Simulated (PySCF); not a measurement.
Computed IR spectrum (relative IR intensity) of a molecule CH8N2Si. The structure is a stationary point at B3LYP-D3(BJ)/def2-SVP. Other conformers were not sampled. All values below come from B3LYP-D3(BJ)/def2-SVP (PySCF 2.14.0). Frequencies are harmonic and unscaled.

Lines under 2 % of the strongest are left out, and lines within 2 cm⁻¹ are merged.

```json
[
 {"ν (cm⁻¹)": "278", "relative intensity": "2.1"},
 {"ν (cm⁻¹)": "332", "relative intensity": "10"},
 {"ν (cm⁻¹)": "366", "relative intensity": "100"},
 {"ν (cm⁻¹)": "446", "relative intensity": "24"},
 {"ν (cm⁻¹)": "610", "relative intensity": "4.1"},
 {"ν (cm⁻¹)": "777", "relative intensity": "7.8"},
 {"ν (cm⁻¹)": "868", "relative intensity": "29"},
 {"ν (cm⁻¹)": "884", "relative intensity": "36"},
 {"ν (cm⁻¹)": "927", "relative intensity": "52"},
 {"ν (cm⁻¹)": "944", "relative intensity": "42"},
 {"ν (cm⁻¹)": "1272", "relative intensity": "9.1"},
 {"ν (cm⁻¹)": "1548", "relative intensity": "25"},
 {"ν (cm⁻¹)": "2226", "relative intensity": "46"},
 {"ν (cm⁻¹)": "3110", "relative intensity": "2.8"},
 {"ν (cm⁻¹)": "3137", "relative intensity": "2.1"},
 {"ν (cm⁻¹)": "3551", "relative intensity": "6.3"},
 {"ν (cm⁻¹)": "3641", "relative intensity": "7.3"}
]
```

Problem. Which structure fits?
A) C[SiH](N)N
B) CN[SiH2]N
C) NC[SiH2]N

Solution. A, C[SiH](N)N
